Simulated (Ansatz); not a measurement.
H3Al, charge +1, doublet, at a GFN2-xTB geometry (such geometries of metal compounds can be far from the true shape) (a state made from the parent by changing its charge; the spin is typed, not shown lowest). Base run: B3LYP/def2-SVP in Ansatz (a first-principles code).

Geometry (Å):
```xyz
4

Al     0.0000     0.0000     0.0000
H      0.6636    -0.4699     1.3819
H     -0.2846     1.5555    -0.2645
H     -0.3789    -1.0857    -1.1173
```
Charge +1, spin multiplicity 2.
Orbitals are unrestricted.
All else is at Ansatz's defaults.
Base energy -243.73285 Eh.

The base run was repeated with changes; each row names its change, and settings that it needs were set with it.

```csv
change,ΔE vs base (kcal/mol)
base,0.000
"point_charge = charge:0.5 position_ang:3.8919, -0.3357, -2.4355",35.93
"final_grid = 14, 28, 59",0.000
lower_state_search = full,0.000
"final_grid = 6, 12, 29",0.000
fitting.mean_field = cc-pVTZ-JKFIT,-0.009
lower_state_search = light,0.000
"final_grid = 10, 20, 41",0.000
forces = on,0.000
"point_charge = charge:1.0 position_ang:-3.5963, -2.5425, -1.3392",65.9
nuclear_model = gaussian,0.073
```

Ansatz warned in this series: the state or the total is in doubt.
